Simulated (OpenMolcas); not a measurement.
# Sr II: effect of the basis set

| Property | Result |
| --- | --- |
| Program | OpenMolcas 26.06 |
| Method | SS-CASPT2, IPEA 0.25 Eh, imaginary shift 0.1 Eh (closed shells correlated: 4s 4p) |
| Active space | 1 electron in 4 orbitals (5s 5p) |
| State averaging | 2S+1 = 2 even, 1 root; 2S+1 = 2 odd, 3 roots |
| Spin-orbit coupling | RASSI with atomic mean-field integrals over the reference wave functions, term energies averaged over their components |

A. ANO-R1 [5s4p2d], X2C, finite nucleus; CASPT2 step of the order of 0.6 core-seconds
B. ANO-RCC-VDZP [6s5p2d], DKH2, point nucleus; CASPT2 step of the order of 0.6 core-seconds
C. ANO-R2 [6s5p3d1f], X2C, finite nucleus; CASPT2 step about 0.6 core-seconds
D. ANO-RCC-VTZP [7s6p3d1f], DKH2, point nucleus; CASPT2 step of the order of 0.5 core-seconds
E. ANO-RCC-VQZP [8s7p4d2f1g], DKH2, point nucleus; CASPT2 step of the order of 1 core-seconds
F. ANO-R3 [8s6p5d3f2g], X2C, finite nucleus; CASPT2 step of the order of 0.9 core-seconds

Energies in eV above 5s ²S_1/2, the measured ground level; measured values from NIST Handbook of Basic Atomic Spectroscopic Data.

| Level | A | B | C | D | E | F | Measured |
| --- | --- | --- | --- | --- | --- | --- | --- |
| 5s ²S_1/2 | 0.0000 | 0.0000 | 0.0000 | 0.0000 | 0.0000 | 0.0000 | 0.0000 |
| 5p ²P°_1/2 | 3.234 | 3.007 | 3.291 | 2.936 | 2.950 | 3.324 | 2.9403 |
| 5p ²P°_3/2 | 3.334 | 3.073 | 3.388 | 3.002 | 3.020 | 3.420 | 3.0397 |

Deviations, from unrounded energies. A percentage is the sum of absolute deviations over the sum of measured energies, with the sign that they share, or ± where signs differ.

```
           Against measurement  Levels     A     B      C     D     E      F
mean absolute deviation (cm-1)       2  2400   400   2800   170   120   3100
      other configurations (%)       2  +9.8  +1.7  +11.7  -0.7  ±0.5  +12.8
```

E lies closest to measurement on these levels and F furthest from it. The largest miss of E in the table is 5p ²P°_3/2, by -160 cm-1. The ranking rests on the paired levels alone, and a cruder setting can come out closer through cancelling errors.

Among A to F the level of the table that moves most is 5p ²P°_3/2, by 3400 cm-1 (lowest in D, highest in F).

ANO sets are built for ground and valence states and can reach diffuse excited orbitals poorly. With one active electron, CASPT2 adds the correlation within the correlated inactive shells and between them and that electron, and leaves the splitting within a term as the reference gives it. The ANO-R sets hold no well-fitted valence p shell for this element, so s → p excitations can come out far too high (holds for A; C; F). Computed and measured levels are paired by configuration, term and J; levels that our copy of the source lacks, or whose pairing is in doubt (as where it misses far off the trend of its configuration), stay unpaired and out of the deviations. Only configurations of the active space appear.

° marks odd parity.
